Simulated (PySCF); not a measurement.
## Nonlinear optical response: 4'-ethylacetophenone (SMILES CCc1ccc(C(C)=O)cc1)

Molfile (atoms numbered from 1):
```
C10H12O
     RDKit          3D

 23 23  0  0  0  0  0  0  0  0999 V2000
   -3.5875    0.3601    0.3478 C   0  0  0  0  0  0  0  0  0  0  0  0
   -2.7809   -0.1164   -0.8585 C   0  0  0  0  0  0  0  0  0  0  0  0
   -1.3152   -0.2539   -0.5503 C   0  0  0  0  0  0  0  0  0  0  0  0
   -0.4303    0.8077   -0.7705 C   0  0  0  0  0  0  0  0  0  0  0  0
    0.9175    0.6986   -0.4414 C   0  0  0  0  0  0  0  0  0  0  0  0
    1.4167   -0.4828    0.1193 C   0  0  0  0  0  0  0  0  0  0  0  0
    2.8533   -0.6686    0.4904 C   0  0  0  0  0  0  0  0  0  0  0  0
    3.8093    0.4786    0.2696 C   0  0  0  0  0  0  0  0  0  0  0  0
    3.2388   -1.7185    0.9576 O   0  0  0  0  0  0  0  0  0  0  0  0
    0.5351   -1.5488    0.3411 C   0  0  0  0  0  0  0  0  0  0  0  0
   -0.8081   -1.4338    0.0127 C   0  0  0  0  0  0  0  0  0  0  0  0
   -3.2310    1.3406    0.6988 H   0  0  0  0  0  0  0  0  0  0  0  0
   -4.6554    0.4548    0.0988 H   0  0  0  0  0  0  0  0  0  0  0  0
   -3.4953   -0.3440    1.1888 H   0  0  0  0  0  0  0  0  0  0  0  0
   -3.1729   -1.0868   -1.2037 H   0  0  0  0  0  0  0  0  0  0  0  0
   -2.9143    0.5892   -1.6940 H   0  0  0  0  0  0  0  0  0  0  0  0
   -0.8053    1.7349   -1.2125 H   0  0  0  0  0  0  0  0  0  0  0  0
    1.5811    1.5448   -0.6305 H   0  0  0  0  0  0  0  0  0  0  0  0
    4.8047    0.1801    0.6190 H   0  0  0  0  0  0  0  0  0  0  0  0
    3.8610    0.7433   -0.7980 H   0  0  0  0  0  0  0  0  0  0  0  0
    3.4812    1.3772    0.8139 H   0  0  0  0  0  0  0  0  0  0  0  0
    0.9418   -2.4652    0.7741 H   0  0  0  0  0  0  0  0  0  0  0  0
   -1.4834   -2.2761    0.1887 H   0  0  0  0  0  0  0  0  0  0  0  0
  1  2  1  0
  2  3  1  0
  3  4  1  0
  4  5  2  0
  5  6  1  0
  6  7  1  0
  7  8  1  0
  7  9  2  0
  6 10  2  0
 10 11  1  0
 11  3  2  0
  1 12  1  0
  1 13  1  0
  1 14  1  0
  2 15  1  0
  2 16  1  0
  4 17  1  0
  5 18  1  0
  8 19  1  0
  8 20  1  0
  8 21  1  0
 10 22  1  0
 11 23  1  0
M  END
```

Computed, not measured: PySCF, quadratic response CAM-B3LYP/def2-SVPD first hyperpolarisability, Taylor convention, gas phase. Geometry: PBE0-D3(BJ)/def2-SVP.

Problem. What is the first hyperpolarisability, and how does it disperse?

Solution. In au, Taylor convention; the vector part is βᵢ = ⅓ Σⱼ (βᵢⱼⱼ + βⱼᵢⱼ + βⱼⱼᵢ); β∥ is 3/5 of the vector part along the dipole, the dipole points from − to +:
| process | λ (nm) | β vector norm | β∥ | β HRS | depolarisation ratio |
| --- | --- | --- | --- | --- | --- |
| static β(0;0,0) | ∞ | 454.3 | 178.7 | 206.1 | 3.86 |
| second harmonic β(−2ω;ω,ω) | 1907 | 500.9 | 199.1 | 225.7 | 3.94 |
| Pockels β(−ω;ω,0) | 1907 | 469.1 | 185.2 | – | – |
| second harmonic β(−2ω;ω,ω) | 1064 | 632.0 | 256.6 | 280.7 | 4.14 |
| Pockels β(−ω;ω,0) | 1064 | 504.4 | 200.6 | – | – |

Problem. Which lowest excitations, dipole and polarisabilities go with it?

Solution. S1 4.03 eV (f = 0.000); S2 5.03 eV (f = 0.015); S3 5.27 eV (f = 0.339); dipole 3.63 D; isotropic α 122.5 au static, 123.0 au at 1907 nm, 124.1 au at 1064 nm, 124.5 au at 953.5 nm, 129.5 au at 532 nm.
